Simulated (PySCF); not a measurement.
Delta-SCF ions had no search for a lower state. Excitations are Tamm–Dancoff values on a coarser integration grid. The basis has no diffuse functions, so Rydberg states are missing or too high.

Cartesian coordinates (Å):
SMILES: C(=C=N)=O
```xyz
5

N     -0.2823    -0.7029    -1.1348
C      0.2406    -0.3278    -0.0729
C      0.3768     0.3946     1.0148
O      0.7923     0.8160     2.0191
H     -1.1275    -0.1800    -1.3844
```
Charge 0, multiplicity 1.

**Question.** Predict the vertical ionisation energy (Delta-SCF), S1 excitation (TDA), LUMO, T1 excitation (TDA) and HOMO from PBE-D3(BJ)/def2-TZVP // CAM-B3LYP-D3(BJ)/def2-TZVP (PySCF).

**Answer.** 
The vertical ionisation energy (Delta-SCF) is 8.86 eV. The S1 excitation (TDA) is 1.03 eV and the LUMO is -4.47 eV. The T1 excitation (TDA) is 0.36 eV. The HOMO comes out as -5.20 eV.
